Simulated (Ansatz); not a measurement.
F2Sn (SMILES [F][Sn][F]) moved off its minimum; all values from Ansatz (an electronic-structure program), cores frozen in correlated methods. Elements past Kr take the def2 small-core potentials, without spin–orbit coupling.
(charge 0, multiplicity 1)
```xyz
3

Sn    -0.0120     0.0721     0.3692
F      0.6577     1.2954    -0.9679
F     -0.7506    -1.1515    -0.9552
```

Forces at PBE/def2-TZVPP (eV/Å):

```json
[
 {"atom": "Sn1", "Fx": "-0.113", "Fy": "-0.214", "Fz": "0.406"},
 {"atom": "F2", "Fx": "0.247", "Fy": "0.443", "Fz": "-0.321"},
 {"atom": "F3", "Fx": "-0.134", "Fy": "-0.229", "Fz": "-0.085"}
]
```

Q: Give the forces (eV/Å), the total energy and the dipole at CCSD(T)/def2-TZVPPD.

A: 
| atom | Fx | Fy | Fz |
|---|---|---|---|
| Sn1 | -0.127 | -0.214 | -0.153 |
| F2 | 0.090 | 0.159 | -0.040 |
| F3 | 0.036 | 0.055 | 0.193 |
Energy -413.0271 hartree, dipole 3.88 D.
